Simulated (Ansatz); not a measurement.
B₃P₃H₁₂, a cluster cut from wurtzite BP (hydrogen-capped). Total charge 0; singlet. Geometry r2SCAN-D4/def2-SVP, basis def2-TZVP, Ansatz.

```
run  HOMO (eV)  LUMO (eV)
  A     -10.19       1.03
  B      -8.05      -0.65
  C      -6.90      -1.47
  D      -7.14      -1.21
  E      -7.28      -1.45
  F      -6.96      -1.64
```

Q: The runs used B97M-V, LDA (SPW92), PBE, PBE0, r2SCAN, ωB97M-V. Estimate which is which.

A: A ωB97M-V (range-separated); B PBE0 (25 % exact exchange); C PBE (0 % exact exchange); D r2SCAN (0 % exact exchange); E B97M-V (0 % exact exchange); F LDA (SPW92) (0 % exact exchange). Exact exchange lowers occupied and raises empty levels; among semilocal functionals meta-GGAs tend to open the gap a little, and such runs are hard to tell apart. The gap grows from 5.33 eV (LDA (SPW92)) to 11.21 eV (ωB97M-V).
